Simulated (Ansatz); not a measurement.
`COB(O)O[SiH3]` + `O[SiH2]S` → `O[SiH2]S[SiH3]` + `COB(O)O`  (ligand exchange at the Si–O bond)

Isolated molecules relaxed with PBE0-D4/def2-TZVP in Ansatz; ΔE leaves out vibrations. CBS: MP2 limit from def2 TZ/QZ plus the TZ coupled-cluster correction, frozen cores. DFT in def2-TZVPP. One conformer a species, not always the lowest.

`COB(O)O[SiH3]`:

Cartesian coordinates in Å:
```
C 1.602 0.490 -1.263
O 0.412 0.093 -0.628
B 0.261 0.165 0.733
O 1.222 0.612 1.591
O -0.925 -0.235 1.262
Si -2.279 -0.816 0.524
H 1.483 0.330 -2.334
H 1.812 1.553 -1.097
H 2.459 -0.103 -0.922
H 2.037 0.885 1.167
H -2.839 0.188 -0.417
H -3.262 -1.091 1.598
H -1.983 -2.071 -0.213
```

`O[SiH2]S`:

```xyz
7

O    -0.730   -1.149    0.637
Si    0.039   -0.231   -0.487
S     0.960    1.513    0.327
H    -0.232   -1.392    1.420
H     1.176   -0.941   -1.124
H    -1.013    0.115   -1.466
H    -0.199    2.086    0.694
```

`O[SiH2]S[SiH3]`:

Z-matrix (Å, degrees):
```
Si
S 1 2.133
O 1 1.643 2 112.7
H 1 1.484 2 104.2 3 122.4
H 1 1.478 2 111.2 3 -117.0
Si 2 2.142 1 97.8 3 56.4
H 3 0.959 1 117.4 2 55.1
H 6 1.485 2 110.0 1 38.0
H 6 1.483 2 106.7 1 157.7
H 6 1.484 2 111.2 1 -83.2
```

`COB(O)O`:

```xyz
10

C    -1.150    0.117    1.019
O     0.240    0.115    0.766
B     0.706   -0.054   -0.501
O     2.055   -0.053   -0.732
O    -0.161   -0.224   -1.543
H    -1.650    0.923    0.475
H    -1.606   -0.833    0.727
H    -1.290    0.267    2.090
H     2.556    0.075    0.077
H     0.300   -0.332   -2.377
```

CCSD(T)/CBS gives +0.15 eV.

Problem. Another level gave +0.13 eV. Which?
A. PBE0-D4/def2-TZVPP
B. r2SCAN/def2-TZVPP
C. HF/def2-TZVPP
D. CCSD/def2-TZVPP

Solution. B. r2SCAN 0.13, PBE0-D4 0.04, CCSD/def2-TZVPP 0.21, HF/def2-TZVPP 0.33 eV.

Largest T1 diagnostic among the species: 0.012.

The D4 term adds −0.04 eV with B3LYP and −0.02 eV with PBE0; it sums over pairs of atoms, weighted by their polarisabilities, and B3LYP, whose exchange is more repulsive, gets the larger term. In def2-TZVPP, CCSD(T) changes the Hartree–Fock value by −0.15 eV (the triples alone add −0.03 eV) and MP2 by −0.19 eV.

B3LYP here is the variant with VWN-RPA as its local correlation; programs differ in this.
